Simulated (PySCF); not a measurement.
## Correlation energy of Zn(2+) (zinc, charge +2)

[Ar] 3d9 4s1, 4s spin antiparallel (an excited configuration). Computed with PySCF 2.14 in def2-TZVPPD, with no relativity, point nucleus. Frozen: [Ar]; 10 electrons correlated.

MP2 pair energies summed by pair of shells (mhartree):

```
 pair   energy  share (%)
3d-3d  -310.91       93.0
3d-4s   -23.45        7.0
```

Total MP2 correlation energy: -334.36 mhartree.

Same-spin part -123.11 and opposite-spin part -211.25 mhartree; SCS-MP2 scales them by 1/3 and 6/5 to -294.54 mhartree.
